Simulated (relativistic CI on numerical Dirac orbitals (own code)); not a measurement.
## Pd³⁺: resonant inelastic scattering at the L2,3 edge

Computed with this model: Dirac-Coulomb-Breit CI, separate exchange-only KLI orbitals for each configuration, model QED (radiative potential, 1s self-energy scaled to tabulated hydrogen-like ionisation energies), Kramers-Heisenberg scattering through one core-hole configuration in a parametric crystal field, unscaled Slater integrals; configurations [Kr] 4d7 → [He] 2s2 2p5 3s2 3p6 3d10 4s2 4p6 4d8; 10 K; core-hole width 2.4 eV; summed over polarisations. Incident energies are the highest absorption maxima for each field (at most a few, so the weaker spin-orbit partner edge can be absent), on the computed scale of the free ion. Intensities are in per cent of the strongest line above 0.02 eV; levels within 1 cm⁻¹ are merged; final levels count from the ground level, the first row holds all elastic scattering, lines under 0.4 are left out and each table stops after 24 rows. The scale of the Slater integrals is a model choice and moves the terms in proportion.

Field parameters in Wybourne normalisation: Oh B⁴₀ = 21Dq, B⁴₄ = √(5/14) B⁴₀. The field is a parameter set, without covalency.

S is read from ⟨S²⟩ = S(S + 1).

Oh, 10Dq = 6000 cm⁻¹:

| Final level (eV) | Degeneracy | Irrep | S | 3177.5 eV |
| --- | --- | --- | --- | --- |
| 0.000 | 2 | Γ6 | 1.49 | 408.0 |
| 0.101 | 4 | Γ8 | 1.49 | 100.0 |
| 0.277 | 4 | Γ8 | 1.48 | 37.3 |
| 0.405 | 2 | Γ7 | 1.50 | 5.7 |
| 0.866 | 4 | Γ8 | 1.47 | 38.3 |
| 0.875 | 2 | Γ6 | 1.49 | 14.8 |
| 0.959 | 4 | Γ8 | 1.49 | 11.3 |
| 1.003 | 2 | Γ7 | 1.49 | 0.9 |
| 1.708 | 4 | Γ8 | 1.48 | 11.9 |
| 1.851 | 4 | Γ8 | 0.55 | 2.7 |
| 2.284 | 4 | Γ8 | 0.57 | 12.2 |
| 2.435 | 4 | Γ8 | 0.97 | 6.0 |
| 2.488 | 2 | Γ7 | 1.20 | 4.7 |
| 2.513 | 2 | Γ6 | 0.52 | 5.8 |
| 2.545 | 4 | Γ8 | 1.34 | 21.6 |
| 2.573 | 4 | Γ8 | 1.04 | 7.5 |
| 2.719 | 2 | Γ6 | 1.32 | 3.5 |
| 2.838 | 2 | Γ6 | 0.61 | 10.1 |
| 3.092 | 4 | Γ8 | 0.84 | 7.0 |
| 3.268 | 2 | Γ7 | 0.52 | 6.7 |
| 3.317 | 2 | Γ6 | 0.69 | 0.9 |
| 3.344 | 4 | Γ8 | 0.51 | 7.1 |
| 3.368 | 2 | Γ6 | 0.51 | 2.1 |
| 3.462 | 4 | Γ8 | 0.59 | 3.9 |

Oh, 10Dq = 13500 cm⁻¹:

| Final level (eV) | Degeneracy | Irrep | S | 3178 eV | 3335.7 eV |
| --- | --- | --- | --- | --- | --- |
| 0.000 | 2 | Γ6 | 1.49 | 534.0 | 28.8 |
| 0.108 | 4 | Γ8 | 1.47 | 100.0 | 2.5 |
| 0.264 | 4 | Γ8 | 1.43 | 69.8 | 5.2 |
| 0.386 | 2 | Γ7 | 1.50 | 12.3 | 0.9 |
| 1.035 | 4 | Γ8 | 0.67 | 3.9 | 6.6 |
| 1.645 | 4 | Γ8 | 1.39 | 79.3 | 6.7 |
| 1.683 | 2 | Γ6 | 1.48 | 41.6 | 24.3 |
| 1.716 | 4 | Γ8 | 1.48 | 34.9 | 14.4 |
| 1.795 | 2 | Γ7 | 1.45 | 3.0 | 5.5 |
| 2.308 | 4 | Γ8 | 0.60 | 16.7 | 29.8 |
| 2.489 | 2 | Γ6 | 0.54 | 3.0 | 6.6 |
| 2.526 | 4 | Γ8 | 0.64 | 13.1 | 5.6 |
| 2.560 | 2 | Γ7 | 0.61 | 6.1 | 2.1 |
| 2.885 | 4 | Γ8 | 0.78 | 23.5 | 1.1 |
| 3.099 | 2 | Γ6 | 0.69 | 7.4 | 2.8 |
| 3.304 | 2 | Γ7 | 1.46 | 2.2 | 9.3 |
| 3.308 | 4 | Γ8 | 1.46 | 30.8 | 16.1 |
| 3.395 | 4 | Γ8 | 1.45 | 9.9 | 4.4 |
| 3.567 | 2 | Γ6 | 1.22 | 23.7 | 9.4 |
| 3.604 | 4 | Γ8 | 1.30 | 12.8 | 9.1 |
| 3.835 | 2 | Γ6 | 0.77 | 11.3 | 15.1 |
| 3.923 | 2 | Γ7 | 0.55 | 9.5 | 23.9 |
| 4.028 | 4 | Γ8 | 0.61 | 2.4 | 6.0 |
| 4.194 | 4 | Γ8 | 0.55 | 16.3 | 21.3 |

Oh, 10Dq = 21000 cm⁻¹:

```csv
Final level (eV),Degeneracy,Irrep,S,3178.2 eV,3335.9 eV
0.000,4,Γ8,0.86,361.3,22.8
0.139,2,Γ6,1.50,9.2,0.1
0.281,4,Γ8,1.46,25.6,2.1
0.507,2,Γ7,1.50,6.4,0.9
0.625,4,Γ8,1.31,12.6,8.1
2.267,4,Γ8,0.77,100.0,2.9
2.473,4,Γ8,0.73,64.4,14.2
2.489,2,Γ6,0.83,19.2,6.4
2.523,2,Γ7,0.81,19.2,13.5
2.735,4,Γ8,1.44,9.6,2.9
2.784,2,Γ6,1.30,7.8,3.5
2.946,4,Γ8,1.22,14.2,1.7
2.949,2,Γ7,1.31,1.9,2.7
3.170,4,Γ8,0.65,26.9,14.4
3.331,2,Γ6,0.54,11.6,12.3
4.237,2,Γ7,1.38,7.3,0.6
4.277,4,Γ8,1.45,5.6,3.3
4.472,4,Γ8,1.40,3.6,1.8
4.508,2,Γ6,1.38,1.7,0.3
4.652,2,Γ7,0.70,1.5,0.5
4.681,4,Γ8,0.71,3.4,7.5
4.796,2,Γ6,0.68,2.3,0.8
5.195,4,Γ8,0.55,2.2,2.4
5.263,2,Γ6,0.52,0.4,0.7
```

For the first field the strongest loss at the lowest incident energy is the level at 0.10 eV (S = 1.49, against 1.49 in the thermal ground state). Levels of other spin, the first over 8 % at 2.28 eV, appear because spin-orbit coupling of the core hole, and in heavier ions of the valence shell too, mixes spins.
